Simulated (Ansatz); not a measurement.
Basis-set extrapolation for BClH₆OSi₂, SMILES `[SiH3][SiH2]OBCl` (PBE0-D4/def2-TZVP geometry, frozen core, Ansatz). Multiplicity 1, RHF reference.

```json
{"": "HF", "def2-TZVPP": "-1140.613329", "def2-QZVPP": "-1140.649232"}
{"": "MP2 correlation", "def2-TZVPP": "-0.768359", "def2-QZVPP": "-0.831712"}
{"": "CCSD(T) correlation", "def2-TZVPP": "-0.864675", "def2-QZVPP": "not run"}
```

Energies in hartree. Use E(X) = E(∞) + A·exp(−7.88·√X) for Hartree–Fock and E(X) = E(∞) + B·X^(−2.97) for correlation, with X = 3 and 4, and add CCSD(T) minus MP2 of the smaller set to the MP2 limit.

Q: What is the CCSD(T) energy at the basis-set limit?

A: HF limit: -1140.649232 + (-0.035903) × 0.13774 = -1140.65418. MP2 limit: -0.831712 + (-0.063353) × 0.74074 = -0.87864. Higher-order term: -0.864675 − (-0.768359) = -0.09632. Total: -1141.62914 hartree, 396.8 kJ/mol below CCSD(T)/def2-TZVPP.
